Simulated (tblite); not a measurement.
Species: C7H10P (charge -1).
SMILES: `Cc1cc(C)c(C)[p-]1`

Level: GFN2-xTB in tblite, geometry and Hessian alike; calculated harmonic values, unscaled, isolated species. This tight-binding method is rough: wavenumbers can miss measured ones by several per cent, in bad cases by 10 to 20.

Harmonic wavenumbers (cm⁻¹): 76.2, 96.4, 137.4, 154.4, 194.5, 241.8, 243.3, 303.4, 380.7, 429.8, 464.7, 532.6, 570.5, 705.6, 738.8, 770.8, 908.0, 981.1, 1004.1, 1020.4, 1025.6, 1031.6, 1091.2, 1152.9, 1202.7, 1234.8, 1386.6, 1388.2, 1395.7, 1420.3, 1455.1, 1498.8, 1503.4, 1507.8, 1509.0, 1511.0, 1518.0, 1525.8, 2892.6, 2900.2, 2915.2, 2918.4, 2924.3, 2941.2, 2975.0, 2987.3, 3000.5, 3002.5.

A = 2821, B = 1466, C = 982.2 MHz; mass 125.052 u (most abundant isotopes); point group Cs, symmetry number 1.

Q: What is the zero-point energy?

A: Half the sum of the wavenumbers: 31885 cm⁻¹ = 91.16 kcal/mol.

Q: Entropy at 200 K, 1 bar (ideal gas, RRHO, classical rotation)?

A: Translation 38.43, rotation 27.57, vibration 16.30: S = 82.3 cal/(mol K).

Q: And Cp and H(200 K) − H(0)?

A: Cp = 27.23 cal/(mol K), of which vibrations give 19.28 (their classical limit is 48 R = 95.4); H(200 K) − H(0) = 3.49 kcal/mol without the zero-point energy, 1.90 from vibrations.

Q: Blend soft modes into free rotors: weight 1/[1 + (100 cm⁻¹/ν̃)⁴] for the oscillator and the rest for a rotor with moment μB/(μ + B), μ = h/(8π²ν), B = 10⁻⁴⁴ kg m². What vibrational entropy results?

A: 15.90 cal/(mol K) in place of 16.30, which changes −T·S at 200 K by +0.08 kcal/mol.

Q: How do the functions run with temperature in this model?

A: 
```
 T (K)  S (cal/(mol K))  Cp (cal/(mol K))  H − H(0) (kcal/mol)  G − H(0) (kcal/mol)  ln q(vib)
    50             56.7              11.9                 0.46                -2.37       0.22
   100             66.9              18.0                 1.21                -5.47       1.10
298.15             94.8              35.8                 6.58               -21.67       5.77
373.15            103.5              42.4                 9.51               -29.11       7.55
   500            117.3              52.4                15.54               -43.13      10.53
   750            141.6              67.2                30.63               -75.57      16.21
  1000            162.4              77.1                48.74              -113.64      21.53
```

q(vib) and H(0) count from the zero-point level.

Q: What must be added to the electronic energy to get the Gibbs energy at 200 K and 1 bar?

A: ZPE + [H(200 K) − H(0)] − T·S = 91.16 + 3.49 − 16.46 = 78.19 kcal/mol.

Hindered rotation and anharmonicity are outside this model.
